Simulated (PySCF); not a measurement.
A TDDFT job was run through a driver script with this input:

```
{"job": {"kind": "uv", "xc": "B3LYP", "basis": "def2-SVPD", "nstates": 8, "ntriplets": 3}, "charge": 1, "multiplicity": 1}
O      2.159422     2.030502     0.578893
C      1.862857     1.003491     0.248694
C      1.618442    -0.328090    -0.058306
C      0.116922    -0.712271    -0.333116
F      0.151413    -1.844817    -1.074689
C     -0.842407    -0.749507     0.862858
C     -1.584896     0.478042     0.295438
C     -0.689072     0.450313    -0.950804
F      0.113401     1.560468    -1.094305
H      2.166917    -0.574318    -0.985517
H      2.006897    -0.975864     0.742177
H     -1.434504    -1.662643     0.863828
H     -0.392485    -0.622964     1.843986
H     -1.467504     1.389343     0.876754
H     -2.639493     0.324233     0.089078
H     -1.153508     0.243026    -1.916380
```

Output:

```
coarse grid: 14120 points
cycle   1  E = -506.7917926249  dE =  1.752e+00  |g| = 9.502e-01  |ddm| = 6.406e+00
cycle   2  E = -506.0882646946  dE =  7.035e-01  |g| = 2.184e+00  |ddm| = 3.891e+00
cycle   3  E = -506.9545694325  dE = -8.663e-01  |g| = 3.291e-01  |ddm| = 2.346e+00
cycle   4  E = -506.9747668929  dE = -2.020e-02  |g| = 9.548e-02  |ddm| = 5.046e-01
cycle   5  E = -506.9760826384  dE = -1.316e-03  |g| = 3.368e-02  |ddm| = 1.123e-01
cycle   6  E = -506.9763063323  dE = -2.237e-04  |g| = 5.521e-03  |ddm| = 5.470e-02
cycle   7  E = -506.9763122436  dE = -5.911e-06  |g| = 1.472e-03  |ddm| = 1.099e-02
final grid: 139272 points
cycle   8  E = -507.0689151148  dE = -5.295e-05  |g| = 9.164e-03  |ddm| = 1.939e-01
cycle   9  E = -507.0688713354  dE =  4.378e-05  |g| = 1.777e-02  |ddm| = 3.033e-02
cycle  10  E = -507.0689310091  dE = -5.967e-05  |g| = 2.907e-03  |ddm| = 1.821e-02
cycle  11  E = -507.0689326472  dE = -1.638e-06  |g| = 4.917e-04  |ddm| = 3.205e-03
cycle  12  E = -507.0689326825  dE = -3.524e-08  |g| = 1.887e-04  |ddm| = 7.849e-04
cycle  13  E = -507.0689326891  dE = -6.629e-09  |g| = 2.899e-05  |ddm| = 3.005e-04
cycle  14  E = -507.0689326892  dE = -1.560e-10  |g| = 1.117e-05  |ddm| = 8.438e-05
converged SCF energy = -507.0689326892

Static polarisability (au): isotropic 65.922, principal 57.174 64.334 76.257

Singlet excitations
state   eV       nm        f      main configurations
  1   4.6736    265.3   0.00585   H->L 0.97
  2   4.9273    251.6   0.00302   H-1->L 0.82, H->L+1 0.17
  3   5.1238    242.0   0.01778   H->L+1 0.73, H-1->L 0.15, H-2->L 0.08
  4   5.2543    236.0   0.00743   H-1->L+1 0.89, H-2->L 0.10
  5   5.4944    225.7   0.04683   H-2->L 0.80, H->L+1 0.08
  6   5.7302    216.4   0.00107   H-2->L+1 0.90
  7   5.7420    215.9   0.00124   H-3->L 0.91
  8   6.0998    203.3   0.00045   H-3->L+1 0.98

Triplet excitations (Tamm-Dancoff, eV): 4.5184 4.8128 4.8819
```

Computed with TDDFT B3LYP/def2-SVPD, vertical, gas phase, core orbitals frozen in the response (PySCF). Isolated species at its GFN2-xTB geometry (one conformer only).

Problem. How many basis functions and electrons does this run hold?

Solution. 245 basis functions for 68 electrons in 34 doubly occupied orbitals.

Problem. What is the gap between the lowest singlet and the lowest triplet?

Solution. 4.6736 − 4.5184 = 0.1552 eV (full response against Tamm–Dancoff).

Problem. What transition dipole goes with state 5?

Solution. |μ|² = 3f / (2ΔE) = 3 × 0.0468 / (2 × 0.2019) = 0.348 au, so |μ| = 1.50 D.

Problem. Give the energy of state 8 in hartree, cm⁻¹ and kJ/mol.

Solution. 0.22416 hartree, 49198 cm⁻¹, 588.5 kJ/mol.

Problem. What is the total energy of state 8 at this geometry?

Solution. -507.06893 + 0.22416 = -506.84477 hartree.

Problem. Write the structure that the coordinates describe.

Solution. `[O+]#CC[C@@]1(F)CC[C@H]1F` ([C6H7F2O]+), point group C1.

The SCF starts on a coarse grid; the energy jumps when the final grid takes over, and dE counts afresh there. H and L stand for HOMO and LUMO.
